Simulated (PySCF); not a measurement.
# Zn⁺ (zinc, charge +1) across methods

[Ar] 3d10 4s1, 2S determinant. Computed with PySCF 2.14 in aug-cc-pVTZ-DK, with scalar relativity by spin-free X2C-1e. The B2PLYP total includes its PT2 part (frozen core); its orbital energies are those of the SCF part.

```json
{"method": "B2PLYP", "E (hartree)": "-1795.294", "mean ε 3d α (eV)": "-25.426", "mean ε 3d β (eV)": "-25.318", "mean ε 4s α (eV)": "-15.969", "Σ⟨r²⟩ (bohr²)": "22.31", "⟨S²⟩": "0.751"}
{"method": "UHF", "E (hartree)": "-1793.98059", "mean ε 3d α (eV)": "-30.170", "mean ε 3d β (eV)": "-30.147", "mean ε 4s α (eV)": "-16.970", "Σ⟨r²⟩ (bohr²)": "22.38", "⟨S²⟩": "0.751"}
{"method": "LDA", "E (hartree)": "-1792.569", "mean ε 3d α (eV)": "-20.187", "mean ε 3d β (eV)": "-19.985", "mean ε 4s α (eV)": "-14.790", "Σ⟨r²⟩ (bohr²)": "22.35", "⟨S²⟩": "0.751"}
{"method": "PBE", "E (hartree)": "-1795.327", "mean ε 3d α (eV)": "-19.836", "mean ε 3d β (eV)": "-19.618", "mean ε 4s α (eV)": "-14.519", "Σ⟨r²⟩ (bohr²)": "22.46", "⟨S²⟩": "0.751"}
{"method": "PBE0", "E (hartree)": "-1795.329", "mean ε 3d α (eV)": "-22.591", "mean ε 3d β (eV)": "-22.425", "mean ε 4s α (eV)": "-15.270", "Σ⟨r²⟩ (bohr²)": "22.31", "⟨S²⟩": "0.751"}
{"method": "MN15", "E (hartree)": "-1796.791", "mean ε 3d α (eV)": "-23.926", "mean ε 3d β (eV)": "-23.805", "mean ε 4s α (eV)": "-15.716", "Σ⟨r²⟩ (bohr²)": "22.50", "⟨S²⟩": "0.751"}
{"method": "r2SCAN", "E (hartree)": "-1795.546", "mean ε 3d α (eV)": "-20.094", "mean ε 3d β (eV)": "-19.881", "mean ε 4s α (eV)": "-14.864", "Σ⟨r²⟩ (bohr²)": "22.28", "⟨S²⟩": "0.752"}
{"method": "M06", "E (hartree)": "-1795.580", "mean ε 3d α (eV)": "-22.821", "mean ε 3d β (eV)": "-22.750", "mean ε 4s α (eV)": "-15.531", "Σ⟨r²⟩ (bohr²)": "22.12", "⟨S²⟩": "0.751"}
```

Task: Estimate the same row for revPBE.

Result: E (hartree) = -1795.490; mean ε 3d α (eV) = -19.739; mean ε 3d β (eV) = -19.522; mean ε 4s α (eV) = -14.426; Σ⟨r²⟩ (bohr²) = 22.47; ⟨S²⟩ = 0.751.
